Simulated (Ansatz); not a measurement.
C$_{5}$H$_{5}$BO, singlet, geometry from GFN2-xTB; SC-NEVPT2/STO-3G, CASSCF(4,3) (Ansatz, an electronic-structure program).

Input for Ansatz:
Ansatz 0.2 input:
```yaml
crystal:
  periodic: [false, false, false]
  atoms:
    - {symbol: B, position_ang: [-0.15319937, -0.10824761, 0.07954851]}
    - {symbol: C, position_ang: [-1.02707927, -0.59899887, 1.23068779]}
    - {symbol: C, position_ang: [-1.69536311, -0.96521100, 2.16097841]}
    - {symbol: H, position_ang: [-2.28420919, -1.28986134, 2.96984929]}
    - {symbol: C, position_ang: [0.98636583, 0.86376006, 0.40589578]}
    - {symbol: C, position_ang: [1.88407382, 1.62689089, 0.64877323]}
    - {symbol: H, position_ang: [2.66468081, 2.29388966, 0.87875833]}
    - {symbol: O, position_ang: [-0.43061195, -0.55357768, -1.14852330]}
    - {symbol: C, position_ang: [0.26878887, -0.20444540, -2.30997498]}
    - {symbol: H, position_ang: [0.67073521, -1.11468241, -2.76280473]}
    - {symbol: H, position_ang: [-0.42926642, 0.25872618, -3.01235517]}
    - {symbol: H, position_ang: [1.08823514, 0.48981325, -2.10116522]}
basis:
  gaussian:
    orbitals: STO-3G
magnetization: {spin_polarized: false}
correlation: {method: sc_nevpt2, electrons: all, active_space: {window: {electrons: 4, orbitals: 3}}}
```

The log (banner, timings and long lists left out):

```
Functional definition: HF
557 factors; integrals over basis functions are off by at most 3.7e-5 eV
mean field evaluation 1: about -7836.0141 eV, gradient 2.5e1 eV
mean field evaluation 2: about -7836.1613 eV, gradient 2.5e1 eV
mean field evaluation 4: about -7838.3972 eV, gradient 2.1e0 eV
mean field evaluation 8: about -7838.4168 eV, gradient 1.4e-4 eV
mean field -7838.41498945 eV, -288.0564377939 hartree, gradient 1.9e-6 eV, S^2 0.000000; 0 other end points of the search recorded, 0 dependent functions left out; unrestricted orbitals would lower it
reference -7838.41498945 eV, -288.0564377939 hartree; 24, 24 occupied and 16, 16 virtual orbitals, 557 factors
state -7839.29633224 eV, -288.0888265441 hartree
state -7839.29633224 eV, -288.0888265441 hartree; corrected -7849.89522309 eV, -288.4783285984 hartree
state -7839.29619452 eV, -288.0888214829 hartree
state -7839.29619452 eV, -288.0888214829 hartree; corrected -7849.89019169 eV, -288.4781436979 hartree
state -7839.29633224 eV, -288.0888265441 hartree; corrected -7849.89522309 eV, -288.4783285984 hartree
2 active orbitals were swapped for others, from the solution at -7839.29619025 eV, -288.0888213258 hartree to that at -7839.29632769 eV, -288.0888263766 hartree; typed "places" are swapped only where nearly empty or full, and so, without "given_window_search", are "orbital_numbers", "shells" and a window whose orbitals a file names under [Active]
Total energy: -7849.89522309 eV, -288.4783285984 hartree
```
